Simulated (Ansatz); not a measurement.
Geometry optimisation, RHF/def2-SVP in Ansatz.

input.yaml

```yaml
crystal:
  periodic: [false, false, false]
  atoms:
    - { symbol: B, position_ang: [0.0, 0.0, 0.0] }
    - { symbol: O, position_ang: [0.0, 0.0, 1.76] }
    - { symbol: H, position_ang: [-0.9095, -0.2814, 2.0971] }
    - { symbol: F, position_ang: [1.1431, 0.0, -0.66] }
    - { symbol: F, position_ang: [-1.1431, 0.0, -0.66] }
    - { symbol: Cl, position_ang: [0.0968, 2.0475, 0.6811] }
    - { symbol: H, position_ang: [0.0529, 1.1186, 1.6763] }
basis:
  gaussian: { orbitals: def2-SVP }
hamiltonian:
  xc: hf
relax:
  f_tol: 0.15
  max_steps: 25
  restrain:
    - { distance: [0, 5], at: 1.86, k: 30.0 }
    - { distance: [6, 1], at: 1.01, k: 30.0 }
    - { distance: [0, 1], at: 2.61, k: 30.0 }
    - { distance: [6, 5], at: 2.57, k: 30.0 }
```

Run as:

```bash
$ ansatz run input.yaml --threads 1 --pin off --max-ram 2048MiB --backend cpu --events-out ev --progress --plain --runs-dir out
```

Question: Where does it end, and by what steps?

Answer: It converged. The restraints hold the end off the free minimum. After 7 steps the energy has fallen by 3.097 eV (the restraints' own energy left out); B1 moved furthest, 0.67 Å. Parted: Cl6–H7 (1.36 → 2.58 Å).

```
step  energy less start (eV)  largest force component (eV/Å)  accepted
   0                  0.0000                           5.621       yes
   1                 -1.2178                           4.468       yes
   2                 -2.1813                           4.609       yes
   3                 -2.8704                           2.368       yes
   4                 -2.8508                           3.401       yes
   5                 -2.6623                           3.148        no
   6                 -3.0447                           2.128       yes
   7                 -3.0970                           1.320       yes
```

```xyz
7
Properties=species:S:1:pos:R:3
B 0.054 0.498 -0.443
O -0.058 -0.137 2.077
H -0.943 -0.368 2.321
F 1.158 -0.107 -0.740
F -1.097 -0.053 -0.667
Cl 0.110 2.236 0.100
H 0.015 0.815 2.247
```

Time of the run: 13 s on 1 thread of Arm Neoverse V2, on a shared host, peak memory 0.15 GiB.
